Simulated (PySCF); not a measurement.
```xyz
5
charge -1 multiplicity 4, angstrom
Cr    0.0000    0.0000    0.0206
H     1.6951   -0.0002    0.4527
H    -1.6951    0.0001    0.4527
H     0.0001    1.2983   -0.9822
H    -0.0001   -1.2982   -0.9823
```

These are results of UPBE0 in PySCF with Cr def2-TZVPD, H def2-TZVPD; no relativity; density-fitted integrals, not measurements.

This geometry of CrH₄⁻ is a stationary point at this level.

Problem. What is the point group?

Solution. C2v.

Problem. Is it a minimum?

Solution. Yes: all harmonic wavenumbers are real.

Problem. Which band is strongest in the infrared?

Solution. 1310 cm⁻¹ (b1), 1573 km/mol.

Problem. What are the dipole moment and the gap between the highest occupied and lowest empty levels of either spin?

Solution. 1.72 D about the centre of mass and 3.54 eV.

Problem. Give the atomic charges and bond orders.

Solution. 
```
atom  Mulliken  Löwdin  polar tensor  spin (Mulliken)  Mayer order to Cr1
 Cr1     -0.73   -0.11          0.79             3.76                   –
H2,3     -0.11   -0.24         -0.54            -0.12                0.87
H4,5     -0.02   -0.21         -0.36            -0.26                0.93
```

Only a few start shapes were tried, so a lower isomer may exist. Open d and f shells are described by one determinant, and the ground state may have another occupation or spin. The lowest empty level of this anion is unbound, so it and the gap depend on the basis.
